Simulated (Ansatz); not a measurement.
System: C₄H₁₁Si, charge 0, multiplicity 2. SMILES: CC(C)(C)[SiH2]
Structure (B3LYP-D3(BJ)/def2-TZVP (Ansatz, a first-principles code) minimum search):
```xyz
16

C     -0.6926    -1.4584     0.5209
C      0.1788    -0.2515     0.1478
C      0.6934     0.4277     1.4289
C      1.3700    -0.7113    -0.7037
Si    -0.8603     1.0231    -0.8249
H     -1.0640    -1.9769    -0.3653
H     -1.5544    -1.1638     1.1239
H     -0.1092    -2.1764     1.1067
H      1.2949    -0.2823     2.0087
H      1.3249     1.2899     1.2057
H     -0.1259     0.7644     2.0671
H      2.0086     0.1268    -0.9915
H      1.9863    -1.4173    -0.1375
H      1.0432    -1.2137    -1.6164
H     -0.0321     2.2046    -1.1998
H     -2.0255     1.4826    -0.0163
```
Charge 0, spin multiplicity 2.

Quantity: size of the dipole moment, in D. Terms: LANL2DZ with its own core potentials from Na on; non-relativistic; 6-311+G** with 5d, 6d on Na to Ar in Ansatz; dispersion terms only where a functional's name holds one; UHF or UKS for open shells; six Cartesian d functions in 6-31G* and its kin unless marked 5d; no spin-orbit coupling. Ab initio and DFT rows: single points at B3LYP-D3(BJ) geometries (Ansatz).

```tsv
level	program	size of the dipole moment (D)
B3LYP/STO-3G	Ansatz	0.44
B3LYP/3-21G	Ansatz	0.94
B3LYP/LANL2DZ	Ansatz	0.90
B3LYP/6-31G	Ansatz	0.95
B3LYP/6-31G*	Ansatz	0.95
B3LYP/6-31+G*	Ansatz	0.92
B3LYP/6-31G**	Ansatz	0.94
B3LYP/def2-SVP	Ansatz	0.88
B3LYP/cc-pVDZ	Ansatz	0.92
B3LYP/6-311+G**	Ansatz	0.91
```

No value to compare with is used here. The 10 habitual levels span 0.44 (B3LYP/STO-3G) to 0.95 D (B3LYP/6-31G).

The sets are all those run for this method; left out are runs that failed, that the program found above a lower state of the same kind, or whose <S^2> lies over 0.5 above the pure value.
